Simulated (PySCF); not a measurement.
## How methods differ on the ionisation energy of Ce⁴⁸⁺

Ce⁴⁸⁺ [Ne] (1S) → Ce⁴⁹⁺ [He] 2s2 2p5 (2P), as a difference of total energies. All numbers are calculated (PySCF 2.14, scalar relativity by spin-free X2C-1e, in an even-tempered Gaussian basis (19 s from 25 bohr⁻², ratio 2.2; 12 p from 32 bohr⁻², ratio 2.2; 6 d from 130 bohr⁻², ratio 2.4; 5 f from 200 bohr⁻², ratio 2.4; 4 g from 290 bohr⁻², ratio 2.4)). Correlated levels: nothing frozen; virtual orbitals above 40 to 60 times the deepest correlated orbital energy dropped. The calculations carry no spin-orbit coupling.

```csv
method,ionisation energy (eV)
UHF,9175.8
LDA,9171.6
PBE,9172.4
PBE0,9173.7
r2SCAN,9177.0
r2SCAN0,9177.1
MN15,9180.1
MP2 (all electrons),9177.6
SCS-MP2 (all electrons),9177.4
```

A first-order spin-orbit estimate (lowest level to lowest level, LS coupling) adds -147.0 eV.

For this ion Breit and QED terms and the two-electron picture change, all absent here, outweigh the differences among the correlated methods.

For comparison: 9020 ± 4 eV (theoretical estimate listed by NIST; NIST Atomic Spectra Database, ionization energies).
